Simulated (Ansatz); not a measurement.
Relaxation of BH₂O₂S (6 atoms, charge 0, multiplicity 2), to a largest force component of 0.02 eV/Å in at most 50 steps.

Computed with UKS B3LYP-D4/def2-SVP (Ansatz).

```xyz
6
Properties=species:S:1:pos:R:3:forces:R:3
O -0.233 1.244 -0.316 0.31 -1.14 -1.73
B -0.183 -0.142 -0.045 1.74 0.91 0.25
O 1.024 -0.687 0.493 -1.72 0.53 1.14
S -1.539 -1.240 -0.384 -0.23 -0.11 -0.05
H 0.031 1.375 -1.281 -0.52 0.00 1.76
H 0.942 -0.613 1.487 0.42 -0.19 -1.37
```

**Question.** Where does it end, and by what steps?

**Answer.** It converged. After 12 steps the energy has fallen by 0.817 eV; O3 moved furthest, 0.63 Å.

| step | energy less start (eV) | largest force component (eV/Å) | accepted |
| --- | --- | --- | --- |
| 0 | 0.0000 | 1.762 | yes |
| 1 | -0.1179 | 1.016 | yes |
| 2 | -0.1987 | 0.841 | yes |
| 3 | -0.2416 | 0.717 | yes |
| 4 | -0.2409 | 2.999 | no |
| 5 | -0.3368 | 0.854 | yes |
| 6 | -0.4469 | 1.271 | yes |
| 7 | -0.6294 | 1.057 | yes |
| 8 | -0.8035 | 0.380 | yes |
| 9 | -0.8160 | 0.068 | yes |
| 10 | -0.8165 | 0.171 | yes |
| 11 | -0.8169 | 0.039 | yes |
| 12 | -0.8169 | 0.017 | yes |

```xyz
6
Properties=species:S:1:pos:R:3
O 0.179 1.043 -0.398
B -0.136 -0.230 -0.016
O 0.605 -0.856 0.933
S -1.539 -1.151 -0.751
H -0.389 1.426 -1.076
H 1.322 -0.296 1.261
```

The run took 23 s on 2 threads of AMD EPYC 7B13 (Zen 3), with other jobs on the host, peak memory 0.19 GiB.
